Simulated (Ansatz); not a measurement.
`F[Si](F)([SiH3])Cl` + `C[SeH]` → `C[Se][SiH3]` + `F[SiH](F)Cl` at 298.15 K and 1 bar (cleavage of the Si–Si bond).

Computed with Ansatz on PBE0-D4/def2-TZVP structures; ΔE is electronic, products minus reactants. CCSD(T)/CBS adds triple-zeta CCSD(T) − MP2 to the extrapolated MP2 energy (def2 sets, frozen cores). For Se outer-core shells are correlated without core-valence functions, which leaves a few kJ/mol of doubt a bond. Scalar relativity is left out up to krypton.

| species | CCSD(T)/CBS energy (Eh) | H − E (kJ/mol) | S (J/(mol·K)) |
| --- | --- | --- | --- |
| `F[Si](F)([SiH3])Cl` | -1239.50998 | 108.9 | 362.4 |
| `C[SeH]` | -2441.15625 | 129.5 | 267.5 |
| `C[Se][SiH3]` | -2731.45956 | 182.9 | 327.5 |
| `F[SiH](F)Cl` | -949.23245 | 58.3 | 299.3 |

H − E and S are ideal-gas, rigid-rotor, harmonic terms from PBE0-D4/def2-TZVP. 1 Eh = 2625.50 kJ/mol, R = 8.31446 J/(mol·K).

Task: By hand: ΔE, ΔH, ΔS and ΔG.

Result: ΔE = (-2731.45956) + (-949.23245) − (-1239.50998) − (-2441.15625) = -0.02578 Eh = -67.7 kJ/mol. Δ(H − E) = 182.9 + 58.3 − 108.9 − 129.5 = 2.8, so ΔH = -64.9 kJ/mol. ΔS = 327.5 + 299.3 − 362.4 − 267.5 = -3.1 J/(mol·K). ΔG = -64.9 − 298.15 × (-3.1)/1000 = -64.0 kJ/mol.

Task: By hand: the equilibrium constant, and the temperature at which ΔG would vanish if ΔH and ΔS stayed fixed.

Result: log₁₀ K = −ΔG/(RT ln 10) = 11.2. ΔG = 0 at ΔH/ΔS = 20935 K, far beyond where these terms or the molecules hold.

The number of gas molecules stays the same, so ΔS is small and ΔH decides. A doubt of 5 kJ/mol in ΔE shifts log₁₀ K by 0.9 here. These are equilibria of isolated gas molecules and say nothing of rates. Largest T1 diagnostic: 0.012 (customary marks: 0.02 for closed shells, 0.045 for open ones).
